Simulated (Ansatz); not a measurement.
Harmonic frequencies (cm⁻¹) at PBE0-D4/def2-TZVP from Ansatz: 111, 132, 172, 221, 271, 519, 555, 640, 756, 897, 916, 994, 1118, 1168, 1231, 1252, 1333, 1402, 1450, 2574, 2658, 2962, 3016, 3742.

Each molecule was computed in one conformer, which needn't be the lowest.

Task: Which molecule is it?
A. `NBO[SiH2]Cl`
B. `N[CH2][SnH3]`
C. `CC1(I)CO1`
D. `BC(=[Se])CO`

Result: D.
